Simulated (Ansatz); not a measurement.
`CN[SiH2]OC` + `F[SiH](F)S[SiH3]` → `CO[SiH2]S[SiH](F)F` + `CN[SiH3]`  (redistribution)

Isolated molecules relaxed with PBE0-D4/def2-TZVP in Ansatz; ΔE leaves out vibrations. CBS: MP2 limit from def2 TZ/QZ plus the TZ coupled-cluster correction, frozen cores. Functionals use def2-TZVPP. B3LYP here is the variant with VWN-RPA as its local correlation; programs differ in this. One conformer a species, not always the lowest.

**Question.** Is it downhill or uphill in electronic energy at CCSD(T)/CBS, and by how much? (Best estimate.)

**Answer.** Ansatz gave: Uphill: ΔE = +12.6 kJ/mol.

**Question.** What do these levels give: PBE0-D4, B3LYP-D4, PBE0, B3LYP, HF/def2-TZVPP, CCSD/CBS(def2)? (Estimate.)

**Answer.** Ansatz gave: PBE0-D4 12.5, B3LYP-D4 11.1, PBE0 14.5, B3LYP 14.8, HF/def2-TZVPP 12.8, CCSD/CBS(def2) 12.7 kJ/mol.

Largest T1 diagnostic among the species: 0.012.

The D4 term adds −3.7 kJ/mol with B3LYP and −2.0 kJ/mol with PBE0; it sums over pairs of atoms, weighted by their polarisabilities, and B3LYP, whose exchange is more repulsive, gets the larger term.
